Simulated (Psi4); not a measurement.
Pair of molecules, SMILES Cl with SMILES C#N (the first has 2 atoms); geometry from B3LYP-D3(BJ)/def2-TZVP, rigid monomers moved along the line of their centres of mass till H2···N4 is 2.34 Å.
(charge 0, multiplicity 1):
```xyz
5

Cl    -0.34072    -1.53255    -0.63115
H     -0.27153    -0.80216     0.43500
C     -0.08653     1.16792     3.30140
N     -0.14685     0.51938     2.36110
H     -0.03014     1.77251     4.17910
```

Computed with SAPT0/jun-cc-pV(D+d)Z in Psi4.

Problem. Which attractive term is largest, and how does the interaction split up?

Solution. electrostatics -4.78, exchange 2.58, induction -1.13, dispersion -1.08, total -4.41 kcal/mol; the largest attraction is electrostatics.
